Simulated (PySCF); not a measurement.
# Correlation energy of Rh³⁺ (rhodium, charge +3)

[Kr] 4d6, high-spin 5D determinant. Calculation: PySCF 2.14, in def2-TZVPPD with the def2 core potential (28 electrons) (6s4p3d2f1g, 56 functions); a scalar-relativistic core potential. Frozen: 4s2 4p6; 6 electrons correlated.

```tsv
level	correlation energy (mhartree)
CCSD	-109.35
(T)	-1.60
CCSD(T)	-110.95
```

Diagnostics: T1 = 0.00049, D1 = 0.0009, largest double amplitude 0.030.

Question: Is a single reference adequate?

Answer: Yes, within this model without spin-orbit coupling: T1 lies below 0.03 and no double amplitude reaches 0.07.
